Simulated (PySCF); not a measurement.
B(F)(H)(SiH3) (BFH4Si), SMILES FB[SiH3]. Geometry: B3LYP-D3(BJ)/def2-TZVP.

Computed equilibrium geometry at B3LYP-D3(BJ)/def2-TZVP (PySCF confirms it by a frequency run) as Cartesian coordinates in Å, and its point group:
point group Cs.
```xyz
7

B     -0.5487     0.7887     0.0000
F      0.3311     1.7812     0.0000
H     -1.7034     1.1109     0.0000
Si     0.0649    -1.1516     0.0000
H     -0.4910    -1.8309     1.1989
H     -0.4910    -1.8309    -1.1989
H      1.5398    -1.3009     0.0000
```
Charge 0, spin multiplicity 1.
